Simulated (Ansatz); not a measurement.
`[NH2][Hf]([NH2])([F])[F]` and `[NH2][Zr]([NH2])([F])[F]` differ in one element.

Ansatz, PBE0-D4/def2-TZVP geometries, multiplicity 1. Each molecule was computed in one conformer, which needn't be the lowest.

Elements past krypton have def2 core potentials.

```tsv
property	`[NH2][Hf]([NH2])([F])[F]`
HOMO–LUMO gap (PBE/def2-TZVPP) / eV	5.13
size of the dipole moment (B3LYP/def2-TZVPP) / D	2.65
zero-point energy (PBE0-D4/def2-TZVP) / kJ/mol	138.7
HOMO–LUMO gap (ωB97M-V/def2-TZVPP) / eV	10.81
HOMO–LUMO gap (PBE0/def2-TZVPP) / eV	7.27
HOMO energy (PBE/def2-TZVPP) / eV	-6.09
```

Q: What does the change do to each property? (Best estimate.)

A: The calculation gave: 
| property | `[NH2][Zr]([NH2])([F])[F]` | shift |
| --- | --- | --- |
| HOMO–LUMO gap (PBE/def2-TZVPP) / eV | 4.80 | -0.33 |
| size of the dipole moment (B3LYP/def2-TZVPP) / D | 2.72 | 0.07 |
| zero-point energy (PBE0-D4/def2-TZVP) / kJ/mol | 139.2 | 0.5 |
| HOMO–LUMO gap (ωB97M-V/def2-TZVPP) / eV | 10.53 | -0.28 |
| HOMO–LUMO gap (PBE0/def2-TZVPP) / eV | 7.15 | -0.12 |
| HOMO energy (PBE/def2-TZVPP) / eV | -6.14 | -0.05 |

Dipoles are sizes alone; their direction can turn.

B3LYP here is the variant with VWN-RPA as its local correlation; programs differ in this.
